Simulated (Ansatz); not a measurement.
One change: `B[SiH]1BO1` becomes `S[SiH]1BO1`.

Ansatz, PBE0-D4/def2-TZVP geometries, multiplicity 1. Each molecule was computed in one conformer, which needn't be the lowest.

```
                                                                                  property  `B[SiH]1BO1`
                                                     HOMO energy (ωB97M-V/def2-TZVPP) / eV         -8.92
                                            size of the dipole moment (PBE/def2-TZVPP) / D          0.66
                                                       HOMO–LUMO gap (PBE/def2-TZVPP) / eV          2.49
                                                        HOMO energy (PBE0/def2-TZVPP) / eV         -6.93
ideal-gas entropy at 298 K and 1 bar (rigid rotor, harmonic PBE0-D4/def2-TZVP) / J/(mol·K)           304
                                                     HOMO–LUMO gap (B3LYP/def2-TZVPP) / eV          3.92
```

Question: What does the change do to each property? (An estimate is asked.)

Answer: The calculation gave: 
```json
{"property": "HOMO energy (ωB97M-V/def2-TZVPP) / eV", "`S[SiH]1BO1`": "-9.23", "shift": "-0.31"}
{"property": "size of the dipole moment (PBE/def2-TZVPP) / D", "`S[SiH]1BO1`": "1.11", "shift": "0.45"}
{"property": "HOMO–LUMO gap (PBE/def2-TZVPP) / eV", "`S[SiH]1BO1`": "3.75", "shift": "1.26"}
{"property": "HOMO energy (PBE0/def2-TZVPP) / eV", "`S[SiH]1BO1`": "-7.12", "shift": "-0.19"}
{"property": "ideal-gas entropy at 298 K and 1 bar (rigid rotor, harmonic PBE0-D4/def2-TZVP) / J/(mol·K)", "`S[SiH]1BO1`": "309", "shift": "5"}
{"property": "HOMO–LUMO gap (B3LYP/def2-TZVPP) / eV", "`S[SiH]1BO1`": "5.48", "shift": "1.56"}
```

With PBE0 the HOMO falls by 0.19 eV and the LUMO rises by 1.43 eV, so the gap widens by about 1.62 eV. PBE moves the HOMO by 0.03 eV and ωB97M-V by -0.31 eV. The zero-point energy changes by -26.4 kJ/mol with -3 modes. Dipoles are sizes alone; their direction can turn.

B3LYP here is the variant with VWN-RPA as its local correlation; programs differ in this.
